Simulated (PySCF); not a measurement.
# A ladder of Hamiltonians for V⁵⁺ (vanadium, charge +5)

Occupied: 1s1/2, 2s1/2, 2p1/2, 2p3/2, 3s1/2, 3p1/2, 3p3/2. Hartree-Fock calculated with PySCF 2.14 in an uncontracted even-tempered set (23 s from 0.08 bohr⁻², ratio 2.3; 16 p from 0.096 bohr⁻², ratio 2.3), Gaussian nucleus throughout. NR is non-relativistic, sf-X2C the spin-free one-electron X2C Hamiltonian, X2C adds the bare one-electron spin-orbit term, X2C-SNSO screens it by Boettger's factors, DC is four-component Dirac-Coulomb, and the Gaunt and Breit terms are added at first order (total energies over the DC spinors, levels after relaxing the spinors in that mean field). QED terms are absent. Levels marked empty are virtual spinors of this ion; the basis has s and p functions only, so 3d, which can lie below the n = 4 levels, is absent.

```json
{"level (eV)": "1s1/2", "NR": "-5564.0", "sf-X2C": "-5601.1", "X2C": "-5601.0", "X2C-SNSO": "-5601.1"}
{"level (eV)": "2s1/2", "NR": "-732.96", "sf-X2C": "-740.48", "X2C": "-740.47", "X2C-SNSO": "-740.47"}
{"level (eV)": "2p1/2", "NR": "-627.93", "sf-X2C": "-628.80", "X2C": "-634.20", "X2C-SNSO": "-633.73"}
{"level (eV)": "2p3/2", "NR": "-627.93", "sf-X2C": "-628.80", "X2C": "-626.15", "X2C-SNSO": "-626.38"}
{"level (eV)": "3s1/2", "NR": "-161.62", "sf-X2C": "-162.83", "X2C": "-162.83", "X2C-SNSO": "-162.83"}
{"level (eV)": "3p1/2", "NR": "-128.26", "sf-X2C": "-128.39", "X2C": "-129.15", "X2C-SNSO": "-129.08"}
{"level (eV)": "3p3/2", "NR": "-128.26", "sf-X2C": "-128.39", "X2C": "-128.02", "X2C-SNSO": "-128.06"}
{"level (eV)": "4s1/2 (empty)", "NR": "-45.773", "sf-X2C": "-45.989", "X2C": "-45.989", "X2C-SNSO": "-45.989"}
{"level (eV)": "4p1/2 (empty)", "NR": "-38.756", "sf-X2C": "-38.793", "X2C": "-38.908", "X2C-SNSO": "-38.898"}
{"level (eV)": "4p3/2 (empty)", "NR": "-38.756", "sf-X2C": "-38.793", "X2C": "-38.737", "X2C-SNSO": "-38.741"}
```

Task: Where do the four-component calculations put these levels?

Result: 1s1/2: DC -5603.2, DC+Gaunt -5597.9, DC+Breit -5598.2; 2s1/2: DC -740.65, DC+Gaunt -740.34, DC+Breit -740.35; 2p1/2: DC -633.73, DC+Gaunt -633.13, DC+Breit -633.19; 2p3/2: DC -626.50, DC+Gaunt -626.10, DC+Breit -626.16; 3s1/2: DC -162.85, DC+Gaunt -162.82, DC+Breit -162.82; 3p1/2: DC -129.08, DC+Gaunt -129.01, DC+Breit -129.02; 3p3/2: DC -128.07, DC+Gaunt -128.03, DC+Breit -128.04; 4s1/2 (empty): DC -45.993, DC+Gaunt -45.986, DC+Breit -45.986; 4p1/2 (empty): DC -38.897, DC+Gaunt -38.886, DC+Breit -38.888; 4p3/2 (empty): DC -38.743, DC+Gaunt -38.737, DC+Breit -38.738 (eV).

| Hamiltonian | E (hartree) | E − E(DC) (hartree) | CPU seconds |
| --- | --- | --- | --- |
| NR | -937.0734 | 5.4069 | 0.9 |
| sf-X2C | -942.3569 | 0.1233 | 0.54 |
| X2C | -942.3681 | 0.1122 | 0.84 |
| X2C-SNSO | -942.3662 | 0.1141 | 0.83 |
| DC | -942.4803 | 0.0000 | 31 |
| DC+Gaunt | -942.1424 | 0.3379 | 58 |
| DC+Breit | -942.1711 | 0.3092 | 180 |

Weight of the small component: 1s1/2 0.00680, 2s1/2 0.00122, 2p1/2 0.00119, 2p3/2 0.00117, 3s1/2 0.000271, 3p1/2 0.000242, 3p3/2 0.000239, 4s1/2 6.09e-05, 4p1/2 5.17e-05, 4p3/2 5.14e-05.

Koopmans' value for the highest occupied level at DC+Breit: 128.04 eV, against an ionisation energy of 128.12 eV (measured; NIST Atomic Spectra Database, ionization energies); the former lacks relaxation, correlation, QED and recoil.

The whole ladder took 280 s of wall time on 1 thread of Neoverse-N1 (shared host), launched as `OMP_NUM_THREADS=1 python relrun2.py TASK.json OUT` (a driver that calls PySCF for each Hamiltonian).
